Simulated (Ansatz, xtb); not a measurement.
# Isomers of C4H3NO2 in order of energy

3 gas-phase structures of C4H3NO2, from a drawn sample of its isomers (lower ones may exist). Each was relaxed with GFN2-xTB:

A. `N#C[C@@H]1O[C@@H]1C=O`, a singlet
B. `N#C[C@@H]1O[C@H]1C=O`, a singlet
C. `N#C[C@@]1(C=O)CO1`, a singlet

Make a reasoned guess at their ranking by r2SCAN-D4/def2-SVP single-point energy.

Calculated order at r2SCAN-D4/def2-SVP: B (0.0), C (1.2), A (1.3) kJ/mol. Less than 1 kcal/mol parts B and C; C and A, so the order within those pairs means little.

Energies above the lowest of each column, in kJ/mol; the last columns are at B3LYP/def2-SVP geometries:

```tsv
structure	GFN2-xTB	HF/STO-3G	r2SCAN-D4/def2-SVP	B3LYP/def2-SVP	CCSD(T)/def2-SVP + ΔMP2/def2-TZVPP
B	0.0	0.0	0.0	0.0	0.0
C	5.6	2.1	1.2	3.4	1.9
A	0.0	0.7	1.3	2.1	0.4
```

Every level run on B puts it lowest or level with the lowest. CCSD(T)/def2-SVP + ΔMP2/def2-TZVPP orders those it was run on as B (0.0), A (0.4), C (1.9) kJ/mol. Less than 1 kcal/mol parts B and A; A and C, so the order within those pairs means little. Flexible structures stand in one conformer each, not always the lowest. ΔMP2 is the change of the MP2 energy from the smaller to the larger basis.

Programs: Ansatz 0.2.0, xtb 6.7.1.
